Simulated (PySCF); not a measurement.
# Computed properties of Sn(Cl)2(OMe)(NH2) (CH5Cl2NOSn), SMILES C[O][Sn]([NH2])([Cl])[Cl]

Sn(Cl)2(OMe)(NH2) (CH₅Cl₂NOSn), SMILES [O]([Sn]([Cl])([Cl])[NH2])C. Geometry: r2SCAN-D4/def2-SVP. The def2 effective core potentials stand for the cores of Sn; spin–orbit coupling is left out. Other conformers were not sampled. All values are computed for the isolated molecule unless a solvent is named; none is compared with measurement here.

**Structure.** All 27 harmonic modes at r2SCAN-D4/def2-SVP (PySCF) are real, so it is a minimum. With heavy atoms numbered as in [CH3:1][O:2][Sn:3]([NH2:4])([Cl:5])[Cl:6], the shortest bond between them is C1–O2 at 1.418 Å and the longest Sn3–Cl6 at 2.346 Å.

**Vibrations.** The strongest infrared lines (harmonic, unscaled, degenerate partners summed) lie at 1079 cm⁻¹ (194 km/mol, O 51 %, C 45 %), 551 cm⁻¹ (107 km/mol, N 68 %, H 18 %), 2983 cm⁻¹ (77 km/mol, H 97 %). The softest mode is at 41 cm⁻¹ and the zero-point energy is 43.2 kcal/mol.

**Electronic structure.** M06-2X/def2-TZVP (PySCF) places the frontier levels at -9.82 and -1.21 eV, a gap of 8.61 eV, and gives a dipole moment of 2.42 D and a mean polarisability of 83.8 bohr³. PBE/def2-TZVP (PySCF) at the same geometry gives -6.68 and -3.21 eV, so its gap is 5.14 eV narrower. An orbital gap is neither the optical nor the fundamental gap.

**Excitations.** TDA-B3LYP/def2-SVPD (PySCF) has S1 at 4.32 eV (287 nm, f = 0.009, weak); the most intense of the 10 singlets computed lies at 5.23 eV (f = 0.10). T1 (TDA) is at 3.89 eV, 0.43 eV under S1. TDA-PBE/def2-SVPD (PySCF) puts S1 at 3.56 eV. No vertical singlet excitation falls in the visible range (under 3.1 eV).
